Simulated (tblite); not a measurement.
C₇H₈BCl.
SMILES with atom numbers: `[CH:1]#[C:2][CH2:3][BH:4][C@@H:5]1[CH2:6]/[C:7]1=[CH:8]\[Cl:9]` (hydrogens: H10 on C1; H11, H12 on C3; H13 on B4; H14 on C5; H15, H16 on C6; H17 on C8)

Computed with GFN2-xTB (tblite), gas phase: L-BFGS steps from a force-field or distance-geometry start until the largest atomic force falls under 0.01 eV/Å.

Step 62: E = -672.3105 eV
```
atom  x, y, z in Å  |  force x, y, z in eV/Å
C1     -3.1798    0.8405   -0.4976   -0.037   0.009   0.003
C2     -2.6274   -0.0325    0.1065    0.020  -0.046  -0.010
C3     -1.8987   -1.0805    0.7922   -0.038  -0.009  -0.022
B4     -0.3287   -1.0078    0.6152    0.002  -0.004   0.040
C5      0.3446    0.2796    0.0922   -0.026  -0.001   0.003
C6      1.2478    0.1340   -1.1507    0.059   0.020   0.026
C7      1.8087    0.4850    0.1402   -0.113   0.043   0.078
C8      2.8389    0.7823    0.8844    0.016  -0.025   0.028
Cl9     4.4503    0.8421    0.2385    0.033   0.027  -0.015
H10    -3.6931    1.5963   -1.0133    0.000  -0.006   0.015
H11    -2.1607   -1.0342    1.8563    0.072  -0.007  -0.006
H12    -2.2594   -2.0563    0.4457   -0.071   0.074  -0.006
H13     0.3098   -1.9638    0.8286    0.058  -0.047   0.030
H14    -0.2482    1.1906    0.1086    0.041   0.004  -0.054
H15     1.1646    0.8916   -1.9146    0.032   0.028  -0.041
H16     1.4315   -0.8584   -1.5328   -0.033  -0.044  -0.037
H17     2.7926    1.0038    1.9390   -0.014  -0.015  -0.030
```

Step 63: E = -672.3120 eV
```
atom  x, y, z in Å  |  force x, y, z in eV/Å
C1     -3.1782    0.8406   -0.4965   -0.028  -0.009   0.015
C2     -2.6262   -0.0322    0.1086    0.009  -0.027  -0.010
C3     -1.8990   -1.0799    0.7953   -0.003  -0.038  -0.007
B4     -0.3277   -1.0119    0.6099   -0.025  -0.011   0.025
C5      0.3432    0.2778    0.0884   -0.022  -0.004   0.006
C6      1.2506    0.1351   -1.1522    0.049   0.007   0.019
C7      1.8064    0.4856    0.1413   -0.076   0.043   0.055
C8      2.8356    0.7836    0.8871    0.011  -0.029   0.024
Cl9     4.4492    0.8425    0.2445    0.009   0.029  -0.007
H10    -3.6921    1.5949   -1.0129   -0.007   0.008   0.005
H11    -2.1514   -1.0264    1.8623    0.067  -0.007  -0.034
H12    -2.2692   -2.0549    0.4550   -0.049   0.087   0.009
H13     0.3124   -1.9701    0.8127    0.036  -0.027   0.031
H14    -0.2497    1.1885    0.1051    0.030   0.006  -0.053
H15     1.1684    0.8917   -1.9182    0.034   0.017  -0.014
H16     1.4345   -0.8582   -1.5336   -0.029  -0.028  -0.032
H17     2.7860    1.0055    1.9416   -0.006  -0.017  -0.033
```

Step 64: E = -672.3140 eV
```
atom  x, y, z in Å  |  force x, y, z in eV/Å
C1     -3.1759    0.8406   -0.4936   -0.031  -0.016   0.016
C2     -2.6248   -0.0325    0.1117    0.007  -0.010   0.012
C3     -1.8999   -1.0800    0.8006    0.046  -0.036   0.010
B4     -0.3275   -1.0197    0.6007   -0.059  -0.007  -0.017
C5      0.3404    0.2733    0.0810   -0.007   0.005  -0.012
C6      1.2577    0.1377   -1.1554    0.005  -0.020   0.020
C7      1.8011    0.4865    0.1450    0.016   0.026  -0.015
C8      2.8296    0.7850    0.8923   -0.007  -0.035   0.001
Cl9     4.4466    0.8473    0.2541   -0.037   0.029   0.007
H10    -3.6910    1.5925   -1.0115   -0.011   0.020  -0.003
H11    -2.1323   -1.0122    1.8725    0.048  -0.011  -0.074
H12    -2.2897   -2.0514    0.4724   -0.012   0.073   0.031
H13     0.3159   -1.9798    0.7876    0.012  -0.014   0.038
H14    -0.2509    1.1842    0.0979   -0.002   0.011  -0.048
H15     1.1795    0.8923   -1.9265    0.031  -0.009   0.059
H16     1.4396   -0.8572   -1.5366   -0.009   0.006  -0.014
H17     2.7744    1.0057    1.9462    0.011  -0.013  -0.011
```

Task: Estimate the geometry and energy of step 65. (The exact step hangs on the optimiser's Hessian estimate; all steps are aligned on step 64, rigid shifts and turns removed.)

Result: E = -672.3147 eV, largest force 0.078 eV/Å
```
atom  x, y, z in Å  |  force x, y, z in eV/Å
C1     -3.1762    0.8404   -0.4925   -0.031  -0.014   0.014
C2     -2.6255   -0.0334    0.1123    0.007   0.005   0.012
C3     -1.9000   -1.0804    0.8014    0.055  -0.016  -0.010
B4     -0.3280   -1.0215    0.5981   -0.057   0.008  -0.022
C5      0.3395    0.2725    0.0793   -0.006   0.003  -0.021
C6      1.2598    0.1382   -1.1556   -0.012  -0.030   0.005
C7      1.7995    0.4868    0.1462    0.045   0.010  -0.029
C8      2.8281    0.7841    0.8936   -0.007  -0.029  -0.002
Cl9     4.4452    0.8511    0.2555   -0.043   0.024   0.007
H10    -3.6908    1.5926   -1.0107   -0.009   0.013   0.000
H11    -2.1272   -1.0094    1.8733    0.037  -0.008  -0.048
H12    -2.2941   -2.0501    0.4767   -0.012   0.042   0.026
H13     0.3162   -1.9814    0.7845    0.008  -0.012   0.035
H14    -0.2502    1.1844    0.0951   -0.015   0.006  -0.043
H15     1.1840    0.8917   -1.9284    0.026  -0.007   0.073
H16     1.4400   -0.8571   -1.5377    0.001   0.014  -0.002
H17     2.7725    1.0037    1.9474    0.012  -0.009   0.004
```

The energy changes by -0.0007 eV. The first-order estimate −F·Δx gives -0.0009 eV and the mean of the old and new forces, exact on a quadratic surface, -0.0007 eV. The step makes an angle of 71° with the force vector and moves no atom by more than 0.006 Å.

What follows is the cost of the whole relaxation. On an Intel Xeon at 2.50 GHz with one thread, on a shared host, this took 5.1 s wall, 4.2 s CPU.
